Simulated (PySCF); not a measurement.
Planning a shielding job on `C=C(C)/C(F)=C\C(=O)[O-]`.

Method: GIAO PBE0/pcSseg-1 NMR shielding, non-relativistic, gas phase (PySCF 2.14.0, density-fitted response routines). Geometry: GFN2-xTB. Work: shieldings, charges and field gradients, density fitting. A driver script takes a list of jobs; this job's settings line and coordinates (Å) are shown.

Command:
```bash
OMP_NUM_THREADS=1 python probes_run.py task.json out
```

Input:
```
{"job": {"kind": "nmr", "xc": "PBE0", "basis": "pcSseg-1"}, "charge": -1, "multiplicity": 1}
C     -1.522808     0.765449    -1.532294
C     -0.664602     0.253243    -0.648048
C     -0.675915    -1.197370    -0.286702
C      0.331942     1.079187     0.015247
F      0.268180     2.422192    -0.382343
C      1.254325     0.751297     0.907654
C      1.552744    -0.656921     1.525973
O      2.391710    -1.317467     0.908169
O      0.935544    -0.899395     2.566172
H     -2.260366     0.148988    -2.021289
H     -1.519846     1.809377    -1.796318
H     -1.455835    -1.724651    -0.834629
H     -0.838052    -1.313962     0.783364
H      0.292001    -1.644062    -0.507069
H      1.906563     1.532083     1.280201
```

Hardware: Intel Xeon at 2.70 GHz, one thread, shared host with 64 logical CPUs at a one-minute load of 59. PySCF's memory limit was set to 1200 MB.

The basis has 183 functions.

Q: Estimate the wall time.

A: About 49 s. The SCF took 15 cycles.

Q: Estimate the peak memory.

A: About 0.82 GiB. Peak memory is the resident size of the whole Python process, interpreter and libraries included.

Q: At this speed, how long would 20000 such jobs take on 96 cores, one job a core?

A: 20000/96 gives 209 rounds of 49 s, about 2.8 h of wall time and 270 core-hours, if the jobs don't slow each other.

The SCF part of the output:
```
coarse grid: 13496 points
cycle   1  E = -481.6498469970  dE =  1.380e+00  |g| = 1.160e+00  |ddm| = 3.681e+00
cycle   2  E = -480.6773426486  dE =  9.725e-01  |g| = 2.347e+00  |ddm| = 3.076e+00
cycle   3  E = -481.8653120202  dE = -1.188e+00  |g| = 3.929e-01  |ddm| = 2.583e+00
cycle   4  E = -481.9064499259  dE = -4.114e-02  |g| = 7.278e-02  |ddm| = 5.210e-01
cycle   5  E = -481.9072754957  dE = -8.256e-04  |g| = 3.786e-02  |ddm| = 9.781e-02
cycle   6  E = -481.9075084619  dE = -2.330e-04  |g| = 1.929e-02  |ddm| = 4.705e-02
cycle   7  E = -481.9076023354  dE = -9.387e-05  |g| = 3.424e-03  |ddm| = 2.035e-02
cycle   8  E = -481.9076046517  dE = -2.316e-06  |g| = 1.401e-03  |ddm| = 3.581e-03
final grid: 133504 points
cycle   9  E = -481.9895526220  dE = -4.524e-05  |g| = 1.212e-02  |ddm| = 4.674e-02
cycle  10  E = -481.9895111481  dE =  4.147e-05  |g| = 1.926e-02  |ddm| = 2.488e-02
cycle  11  E = -481.9895817454  dE = -7.060e-05  |g| = 1.639e-03  |ddm| = 1.547e-02
cycle  12  E = -481.9895822551  dE = -5.097e-07  |g| = 4.822e-04  |ddm| = 1.407e-03
cycle  13  E = -481.9895822911  dE = -3.599e-08  |g| = 2.774e-04  |ddm| = 5.931e-04
cycle  14  E = -481.9895823058  dE = -1.473e-08  |g| = 6.909e-05  |ddm| = 2.392e-04
cycle  15  E = -481.9895823067  dE = -8.476e-10  |g| = 2.495e-05  |ddm| = 7.522e-05
converged SCF energy = -481.9895823067
```

On the final grid dE counts from the start density on that grid.

Times come from a shared host and carry two figures at best.
